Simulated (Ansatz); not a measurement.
Consider the ligand exchange at a B–Se bond: `B[Se][SiH2][SiH3]` + `C[SiH2]O` → `BO[SiH2]C` + `[SiH3][SiH2][SeH]`.

Gas-phase electronic energies from Ansatz, PBE0-D4/def2-TZVP geometries. CBS: MP2 limit from def2 TZ/QZ plus the TZ coupled-cluster correction, frozen cores. This one scheme is used for every species. DFT in def2-TZVPP. HSE06 is defined as in plane-wave codes. For Se outer-core shells are correlated without core-valence functions, which leaves a few kJ/mol of doubt a bond. Scalar relativity is left out up to krypton. One conformer a species, not always the lowest.

```json
{"level": "BLYP-D4", "ΔE (kJ/mol)": "-56.8", "difference from CCSD(T)/CBS": "-6.8"}
{"level": "r2SCAN0-D4", "ΔE (kJ/mol)": "-53.0", "difference from CCSD(T)/CBS": "-3.0"}
{"level": "HSE06-D4", "ΔE (kJ/mol)": "-48.6", "difference from CCSD(T)/CBS": "1.4"}
{"level": "BHLYP-D4", "ΔE (kJ/mol)": "-63.2", "difference from CCSD(T)/CBS": "-13.2"}
{"level": "CAM-B3LYP-D4", "ΔE (kJ/mol)": "-65.3", "difference from CCSD(T)/CBS": "-15.3"}
{"level": "ωB97M-V", "ΔE (kJ/mol)": "-57.8", "difference from CCSD(T)/CBS": "-7.8"}
{"level": "B2PLYP", "ΔE (kJ/mol)": "-58.2", "difference from CCSD(T)/CBS": "-8.2"}
{"level": "PBE", "ΔE (kJ/mol)": "-47.7", "difference from CCSD(T)/CBS": "2.3"}
{"level": "BLYP", "ΔE (kJ/mol)": "-61.2", "difference from CCSD(T)/CBS": "-11.2"}
{"level": "r2SCAN", "ΔE (kJ/mol)": "-52.0", "difference from CCSD(T)/CBS": "-2.0"}
{"level": "BHLYP", "ΔE (kJ/mol)": "-66.9", "difference from CCSD(T)/CBS": "-16.9"}
{"level": "LC-ωPBE", "ΔE (kJ/mol)": "-57.2", "difference from CCSD(T)/CBS": "-7.2"}
{"level": "MP2/def2-TZVPP", "ΔE (kJ/mol)": "-48.0", "difference from CCSD(T)/CBS": "2.0"}
{"level": "CCSD/def2-TZVPP", "ΔE (kJ/mol)": "-55.8", "difference from CCSD(T)/CBS": "-5.8"}
{"level": "SCS-MP2/def2-QZVPP", "ΔE (kJ/mol)": "-54.3", "difference from CCSD(T)/CBS": "-4.3"}
{"level": "CCSD/CBS(def2)", "ΔE (kJ/mol)": "-53.9", "difference from CCSD(T)/CBS": "-3.9"}
{"level": "CCSD(T)/CBS", "ΔE (kJ/mol)": "-50.0", "difference from CCSD(T)/CBS": "0"}
```

Largest T1 diagnostic among the species: 0.014.

Leaving LDA and LC-ωPBE aside and taking each functional with its dispersion term where it has one, the values, not all of them listed here, spread over 21.4 kJ/mol, from CAM-B3LYP-D4 to revPBE-D4. From BLYP to BHLYP (50 % exact exchange), in def2-TZVPP and without D4, ΔE moves by −5.6 kJ/mol.
